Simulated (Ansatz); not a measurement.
Species: C2H4Cl2, charge 0, singlet. C2H4Cl2 (1,1-dichloroethane, SMILES CC(Cl)Cl).
B3LYP-D3(BJ)/def2-TZVP minimum from Ansatz (a quantum-chemistry and plane-wave program):
```xyz
8

C     -1.6126    -0.5750     0.3089
C     -0.1806    -0.1399     0.4961
Cl     0.9362    -1.1934    -0.4372
Cl     0.0348     1.5780     0.0161
H     -1.9006    -0.4974    -0.7382
H     -1.7249    -1.6101     0.6326
H     -2.2680     0.0597     0.9058
H      0.1470    -0.2021     1.5277
```

Total energies in hartree (Ansatz). Open shells are spin-unrestricted; no spin-orbit coupling. Correlated methods leave the cores frozen. No relativity. Where a partner has so few electrons that a lower coupled-cluster level is exact, that level stands in.

| species | HF/cc-pV(T+d)Z | CCSD(T)/cc-pV(T+d)Z | HF/cc-pV(Q+d)Z | CCSD(T)/cc-pV(Q+d)Z | CCSD(T)/cc-pV(D+d)Z | CCSDT(Q)/cc-pV(D+d)Z |
|---|---|---|---|---|---|---|
| 1: C2H4Cl2 (1,1-dichloroethane, SMILES CC(Cl)Cl) | -997.13225 | -997.94522 | -997.14459 | -998.01635 | -997.71115 | -997.71329 |
| 2: C (triplet) | -37.69157 | -37.78076 | -37.69331 | -37.78654 | -37.76038 | -37.76071 |
| 3: Cl (doublet) | -459.48556 | -459.67356 | -459.48916 | -459.69449 | -459.60403 | -459.60445 |
| 4: H (doublet) | -0.49981 | -0.49981 | -0.49995 | -0.49995 | -0.49928 | -0.49928 |

Question: Work out the atomisation energy (electronic, to ground-state atoms) in kcal/mol: take Hartree-Fock from cc-pV(Q+d)Z, extrapolate the CCSD(T) correlation energy as X^-3 (X = 3, 4), and add CCSDT(Q) - CCSD(T) in cc-pV(D+d)Z. 1 hartree = 627.51 kcal/mol.

Answer: 
Species 1: correlation (64·(-0.87176) - 27·(-0.81297))/37 = -0.91466; step -0.00214; E1 = -997.14459 + (-0.91466) + (-0.00214) = -998.06139
Species 2: correlation (64·(-0.09323) - 27·(-0.08919))/37 = -0.09618; step -0.00033; E2 = -37.69331 + (-0.09618) + (-0.00033) = -37.78982
Species 3: correlation (64·(-0.20533) - 27·(-0.18800))/37 = -0.21798; step -0.00042; E3 = -459.48916 + (-0.21798) + (-0.00042) = -459.70756
Species 4: correlation (64·(0.00000) - 27·(0.00000))/37 = 0.00000; step +0.00000; E4 = -0.49995 + (0.00000) + (+0.00000) = -0.49995
-1·E1 +2·E2 +2·E3 +4·E4 = 1.06683 hartree = 669.4 kcal/mol.
